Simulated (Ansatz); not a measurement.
Computed with Ansatz on PBE0-D4/def2-TZVP structures; ΔE is electronic, products minus reactants. CCSD(T)/CBS adds triple-zeta CCSD(T) − MP2 to the extrapolated MP2 energy (def2 sets, frozen cores). DFT in def2-TZVPP. B3LYP here is the variant with VWN-RPA as its local correlation; programs differ in this. Each species was taken in one conformer, which may not be the lowest.

`N[SiH2]S[SiH](N)F` + `N[Si](O)(F)F` → `N[SiH2]O[Si](N)(F)F` + `N[SiH](F)S`  (ligand exchange at the Si–S bond)

Q: Is it downhill or uphill in electronic energy at CCSD(T)/CBS, and by how much? (Estimate.)

A: The calculation gave: Downhill: ΔE = -12.7 kcal/mol.

Q: What do these levels give: PBE-D4, PBE0-D4, B3LYP-D4, ωB97X-V, ωB97M-V, B2PLYP, PBE, PBE0, HF/def2-TZVPP, HF/def2-QZVPP, MP2/CBS(def2), CCSD/CBS(def2)? (An estimate is asked.)

A: The calculation gave: PBE-D4 -8.9, PBE0-D4 -10.1, B3LYP-D4 -13.5, ωB97X-V -12.8, ωB97M-V -12.5, B2PLYP -14.1, PBE -9.8, PBE0 -10.9, HF/def2-TZVPP -18.2, HF/def2-QZVPP -19.0, MP2/CBS(def2) -11.6, CCSD/CBS(def2) -13.9 kcal/mol.

Largest T1 diagnostic among the species: 0.011.

From PBE to PBE0 (25 % exact exchange), in def2-TZVPP and without D4, ΔE moves by −1.1 kcal/mol. In def2-TZVPP, CCSD(T) changes the Hartree–Fock value by +5.4 kcal/mol (the triples alone add +1.1 kcal/mol) and MP2 by +6.5 kcal/mol. The D4 term adds +1.4 kcal/mol with B3LYP and +0.7 kcal/mol with PBE0; it sums over pairs of atoms, weighted by their polarisabilities, and B3LYP, whose exchange is more repulsive, gets the larger term.
